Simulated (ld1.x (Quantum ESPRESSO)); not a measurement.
## Configuration tests for iron (PAW)

Fe (Z = 26), PAW, made with ld1.x (Quantum ESPRESSO) 7.5 (PBE, scalar-relativistic). Core [Ar], reference 3d6 4s2 4p0. Waves: 4s (bound): rcut 2.68, rcutus 2.84 bohr; 4s channel at 1.5 Ry: rcut 2.68, rcutus 2.84 bohr; 4p (bound, empty): rcut 2.15, rcutus 2.75 bohr; 4p channel at 4.65 Ry: rcut 2.15, rcutus 2.75 bohr; 3d (bound): rcut 1.85, rcutus 2.05 bohr; 3d channel at -0.05 Ry: rcut 1.85, rcutus 2.05 bohr. Local part: all-electron potential smoothed inside 2.25 bohr (lloc = -2). Core correction: Bessel-smoothed model core inside 1.50 bohr. Augmentation charge: BESSEL, radius 1.85 bohr.

Energies are relative to the spin-unpolarised reference configuration 3d6 4s2 4p0; without spin polarisation the order of configurations can differ from experiment. Not all tests gave a result: 2 of 7 tests not solved or not reliable. Left out of the table: 3d5 4s0 4p0 (solver errors, printed error -315 eV); 3d4 4s0 4p0 (solver errors, printed error -224 eV).

```
valence configuration  charge  ΔE all-electron (eV)  error AE − PS (meV)
          3d6 4s1 4p0      +1                 8.729                 -3.1
          3d6 4s0 4p0      +2                24.932                  -14
          3d6 4s1 4p1       0                 4.105                 -1.1
```

Q: What are ΔE and the potential's error for 3d5 4s2 4p1?

A: ΔE = 8.747 eV all-electron; the error (AE − PS) is -174 meV.

Q: What are ΔE and the potential's error for 3d5 4s2 4p0?

A: ΔE = 14.207 eV all-electron; the error (AE − PS) is -178 meV.
